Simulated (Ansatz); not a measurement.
`O=C=CS` + BH₃ → `BC=C=O` + H₂S at 298.15 K and 1 bar (formal exchange of groups at a C–S bond).

Calculated with Ansatz (gas phase, PBE0-D4/def2-TZVP geometries, no zero-point term in ΔE). CCSD(T)/CBS is the MP2 limit (def2-TZVPP, def2-QZVPP) plus CCSD(T) − MP2 in def2-TZVPP, frozen cores. This one scheme is used for every species. Each species was taken in one conformer, which may not be the lowest.

| species | CCSD(T)/CBS energy (Eh) | H − E (kJ/mol) | S (J/(mol·K)) |
| --- | --- | --- | --- |
| `O=C=CS` | -550.20556 | 101.4 | 290.2 |
| BH₃ | -26.55200 | 78.7 | 188.3 |
| `BC=C=O` | -177.84089 | 132.1 | 278.5 |
| H₂S | -398.97279 | 49.9 | 205.7 |

H − E and S are ideal-gas, rigid-rotor, harmonic terms from PBE0-D4/def2-TZVP, for one conformer and one mirror image of each species. 1 Eh = 2625.50 kJ/mol, R = 8.31446 J/(mol·K).

By hand: ΔE, ΔH, ΔS and ΔG.

ΔE = (-177.84089) + (-398.97279) − (-550.20556) − (-26.55200) = -0.05612 Eh = -147.3 kJ/mol. Δ(H − E) = 132.1 + 49.9 − 101.4 − 78.7 = 1.9, so ΔH = -145.4 kJ/mol. ΔS = 278.5 + 205.7 − 290.2 − 188.3 = 5.7 J/(mol·K). ΔG = -145.4 − 298.15 × (5.7)/1000 = -147.1 kJ/mol.

By hand: the equilibrium constant, and the temperature at which ΔG would vanish if ΔH and ΔS stayed fixed.

log₁₀ K = −ΔG/(RT ln 10) = 25.8. ΔH and −TΔS have one sign here, so there is no such temperature.

The number of gas molecules stays the same, so ΔS is small and ΔH decides. A doubt of 5 kJ/mol in ΔE shifts log₁₀ K by 0.9 here. Other conformers and mirror images would add mixing entropy, several J/(mol·K) or more a flexible species. These are equilibria of isolated gas molecules and say nothing of rates. Largest T1 diagnostic: 0.017 (customary marks: 0.02 for closed shells, 0.045 for open ones).

ΔS is within the doubt of such terms, so its sign, and with it that verdict, could turn.
